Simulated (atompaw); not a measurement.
# Lu (Z = 71): variants of one PAW (atompaw) potential

Base potential:

Lu (Z = 71), PAW, made with atompaw 4.2.0.5 (PBEsol, scalar-relativistic). Core [Kr] 4d10 4f14, reference 5s2 5p6 5d1 6s2 6p0. Waves: 5s (bound): rc 1.90 bohr; 6s (bound): rc 2.05 bohr; 5p (bound): rc 1.80 bohr; 6p (bound, empty): rc 2.45 bohr; 5d (bound): rc 2.80 bohr; 5d channel at 3.15 Ry: rc 2.80 bohr. Local part: ultrasoft scheme with l = 3 at 0 Ry, radius 2.65 bohr. Core correction: smooth core density matched at 1.45 bohr. Augmentation charge: sinc compensation charge, radius 2.10 bohr; PAW radius 2.80 bohr; waves and projectors: custom polynom2 7 10 vanderbiltortho.

All-electron outer shells of the reference configuration (PBEsol, scalar-relativistic, ld1.x):

| shell | level (eV) | outermost node (bohr) | outermost maximum (bohr) |
| --- | --- | --- | --- |
| 4d | -191.76 | 0.23 | 0.48 |
| 5s | -61.09 | 0.57 | 1.04 |
| 5p | -31.68 | 0.61 | 1.19 |
| 4f | -9.65 | – | 0.47 |
| 6s | -4.67 | 1.41 | 3.04 |
| 5d | -1.77 | 0.68 | 1.84 |
| 6p | -1.32 | 1.73 | 4.26 |

Cutoffs, loose and tight: the cutoffs (Ry, on a coarse ladder) from which the occupation-weighted sum of valence levels, in a spherical-Bessel basis at the reference potential, stays within 10 and 1 mRy of its value at 400 Ry. They see the waves, projectors and local potential, not the compensation charge or the core. A dash means not determined.

| change | outcome | cutoff, loose | cutoff, tight | bound ghosts |
| --- | --- | --- | --- | --- |
| base | generated | 21 Ry | 35 Ry | none |
| all radii scaled by about 0.79 (s 1.50, p 1.42, d 2.20 bohr); local potential ultrasoft scheme with l = 3 at 0 Ry, radius 2.08 bohr; augmentation sinc compensation charge, radius 1.66 bohr; PAW radius 2.20 bohr; waves and projectors: custom polynom2 7 10 vanderbiltortho; core correction smooth core density matched at 1.14 bohr | generated | 25 Ry | 45 Ry | none |
| all radii scaled by about 0.89 (s 1.70, p 1.60, d 2.50 bohr); local potential ultrasoft scheme with l = 3 at 0 Ry, radius 2.36 bohr; augmentation sinc compensation charge, radius 1.86 bohr; PAW radius 2.50 bohr; waves and projectors: custom polynom2 7 10 vanderbiltortho; core correction smooth core density matched at 1.30 bohr | generated | 21 Ry | 50 Ry | none |
| all radii scaled by about 0.97 (s 1.84, p 1.74, d 2.70 bohr); local potential ultrasoft scheme with l = 3 at 0 Ry, radius 2.56 bohr; augmentation sinc compensation charge, radius 2.02 bohr; PAW radius 2.70 bohr; waves and projectors: custom polynom2 7 10 vanderbiltortho; core correction smooth core density matched at 1.40 bohr | generated | 21 Ry | 40 Ry | none |
| all radii scaled by about 1.17 (s 2.22, p 2.10, d 3.28 bohr); local potential ultrasoft scheme with l = 3 at 0 Ry, radius 3.10 bohr; augmentation sinc compensation charge, radius 2.46 bohr; PAW radius 3.28 bohr; waves and projectors: custom polynom2 7 10 vanderbiltortho; core correction smooth core density matched at 1.70 bohr | generated | 18 Ry | 25 Ry | none |
| all radii scaled by about 1.29 (s 2.46, p 2.32, d 3.62 bohr); local potential ultrasoft scheme with l = 3 at 0 Ry, radius 3.42 bohr; augmentation sinc compensation charge, radius 2.72 bohr; PAW radius 3.62 bohr; waves and projectors: custom polynom2 7 10 vanderbiltortho; core correction smooth core density matched at 1.88 bohr | generated | 21 Ry | 35 Ry | none |

(1) What comes out with this change to the base: all radii scaled by about 1.06 (s 2.02, p 1.92, d 2.98 bohr); local potential ultrasoft scheme with l = 3 at 0 Ry, radius 2.82 bohr; augmentation sinc compensation charge, radius 2.24 bohr; PAW radius 2.98 bohr; waves and projectors: custom polynom2 7 10 vanderbiltortho; core correction smooth core density matched at 1.54 bohr?

Results:

(1) outcome: generated; cutoff, loose: 21 Ry; cutoff, tight: 25 Ry; bound ghosts: none.

Reading the sweep of the scale of all radii (base = 1) (base included, trends over the rows without a ghost): The loose cutoff is not monotonic: lowest 18 Ry at 1.17, highest 25 Ry at 0.79.
